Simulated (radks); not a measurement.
Problem. Species: Rh2+. Configuration: [Kr] 4d7 (the NIST ground configuration). Method: scalar-relativistic Kohn-Sham, PBE, spin-polarised, spherical densities, point nucleus; open shells are filled with parallel spins first (spin-orbit coupling, left out, can overturn this in heavy ions); computed with a radial shooting solver on a logarithmic mesh with Libxc functionals. Some entries of the table are withheld. Estimate them.

orbital  occ.  eigenvalue (hartree)  r(max) (bohr)
1s down     1             -847.4374        0.02117
1s up       1             -847.4372        0.02117
2s up       1             -123.5271         0.1198
2s down     1             -123.5095         0.1198
2p up       3             -110.7819        0.09576
2p down     3             -110.7686        0.09576
3s up       1             -22.71083         0.3514
3s down     1             -22.70206         0.3515
3p up       3             -18.52213         0.3446
3p down     3             -18.51207         0.3447
3d up       5             -11.82759            (1)
3d down     5             -11.81165            (2)
4s up       1                   (3)         0.8819
4s down     1                   (4)         0.8798
4p up       3              -2.65281         0.9444
4p down     3              -2.57070         0.9418
4d up       5              -0.98053          1.130
4d down     2              -0.89940          1.128

Solution. 
(1) 3d up r(max) (bohr): 0.2914
(2) 3d down r(max) (bohr): 0.2915
(3) 4s up eigenvalue (hartree): -3.83459
(4) 4s down eigenvalue (hartree): -3.75667
